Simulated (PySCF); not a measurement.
## Löwdin shares of the frontier orbitals

Species: C6H6N2.
Numbering: `[CH2:1]=[CH:2][C@H:3]([C:4]#[N:5])[CH2:6][C:7]#[N:8]` (hydrogens: H9, H10 on C1; H11 on C2; H12 on C3; H13, H14 on C6)

Computed, not measured: PySCF, TDDFT wB97X-D/def2-SVPD, vertical, gas phase, core orbitals frozen in the response. Isolated species at its GFN2-xTB geometry (one conformer only). Torsions of this conformer, `[CH2:1]=[CH:2][C@H:3]([C:4]#[N:5])[CH2:6][C:7]#[N:8]`: C1–C2–C3–C4 -122°, C2–C3–C6–C7 -62°.

Frontier orbitals with the atoms that hold most of them (Löwdin shares over 4%, at most four atoms; ? is withheld):

```csv
orbital,ε (eV),atoms
HOMO-3,-11.98,"N5 35%, C4 26%, N8 11%, C7 9%"
HOMO-2,-11.89,"N8 36%, C7 27%, C6 10%, N5 6%"
HOMO-1,-11.67,?
HOMO,-10.52,"C2 38%, C1 38%, C3 4%"
LUMO,0.93,?
LUMO+1,1.68,"C4 16%, C6 15%, C7 15%, N8 9%"
LUMO+2,1.78,"N5 20%, C4 17%, C7 17%, N8 15%"
```

Task: Give the leading atoms of the HOMO-1.

Result: N8 (bonded to C) 22%; N5 (bonded to C) 22%; C7 (bonded to C and N) 16%; C4 (bonded to C and N) 15%. By element: nitrogen 44%, carbon 31% or more.

Task: Which atoms hold the LUMO, and with what shares?

Result: C1 (bonded to C and 2 H) 30%; C2 (bonded to 2 C and H) 26%; N5 (bonded to C) 8%; C4 (bonded to C and N) 6%. By element: carbon 61% or more, nitrogen 8% or more.

Task: The HOMO–LUMO gap is 11.45 eV. Where does the response calculation put the lowest singlet, and from which orbitals?

Result: S1 is at 7.50 eV (f = 0.338), 3.95 eV below the gap, made of HOMO→LUMO (90%). 

Next come S2 at 7.73 eV (f 0.0020), HOMO-1→LUMO (26%), HOMO-1→LUMO+2 (10%), HOMO-3→LUMO+2 (9%); S3 at 7.80 eV (f 0.0054), HOMO-2→LUMO+2 (21%), HOMO→LUMO+2 (18%), HOMO-2→LUMO+1 (11%); S4 at 7.96 eV (f 0.0010), HOMO-1→LUMO (26%), HOMO-3→LUMO+2 (16%), HOMO→LUMO+1 (10%); S5 at 8.03 eV (f 0.020), HOMO-3→LUMO (29%), HOMO→LUMO+2 (16%), HOMO-2→LUMO (10%).
